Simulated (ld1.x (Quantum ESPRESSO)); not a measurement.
Configuration tests for lanthanum (La) (TM)

La, norm-conserving Troullier–Martins (Kleinman–Bylander form), made with ld1.x (Quantum ESPRESSO) 7.5 (LDA (PZ), scalar-relativistic). Core [Kr] 4d10 5s2, reference 4f0 5p6 5d1 6s0 6p0 (charge +2). Waves: 5p (bound): rc 1.65 bohr; 5d (bound): rc 2.95 bohr; 4f (bound, empty): rc 1.50 bohr; 6s (bound, empty): rc 2.85 bohr. Local part: the s channel. Core correction: Bessel-smoothed model core inside 0.90 bohr.

Energies are relative to the spin-unpolarised reference configuration 4f0 5p6 5d1 6s0 6p0; without spin polarisation the order of configurations can differ from experiment. Spin-polarised rows fill each open shell by Hund’s rule, majority spin first. Not all tests gave a result: 1 of 9 tests not solved or not reliable.

| valence configuration | charge | ΔE all-electron (eV) | error AE − PS (meV) |
| --- | --- | --- | --- |
| 4f0 5p6 5d1 6s2 6p0 | 0 | -17.315 | +34 |
| 4f0 5p6 5d1 6s1 6p0 | +1 | -11.152 | +8.4 |
| 4f0 5p6 5d0 6s2 6p1 | 0 | -14.935 | -415 |
| 4f0 5p6 5d2 6s0 6p0 | +1 | -11.005 | -32 |
| 4f0 5p6 5d1 6s0 6p0 (spin-polarised) | +2 | -0.135 | +0.2 |
| 4f0 5p6 5d1 6s2 6p0 (spin-polarised) | 0 | -17.413 | +34 |

Question: What are ΔE and the potential's error for 4f0 5p6 5d1 6s1 6p1?

Answer: ΔE = -14.855 eV all-electron; the error (AE − PS) is -278 meV.

Question: What are ΔE and the potential's error for 4f0 5p6 5d0 6s0 6p0?

Answer: ΔE = 19.101 eV all-electron; the error (AE − PS) is -46 meV.

Levels in the configuration 4f0 5p6 5d0 6s2 6p1:

```json
{"level": "5p", "all-electron (eV)": "-25.260", "pseudo (eV)": "-25.871"}
{"level": "6s", "all-electron (eV)": "-5.007", "pseudo (eV)": "-5.240"}
{"level": "6p", "all-electron (eV)": "-2.216", "pseudo (eV)": "-2.000"}
```
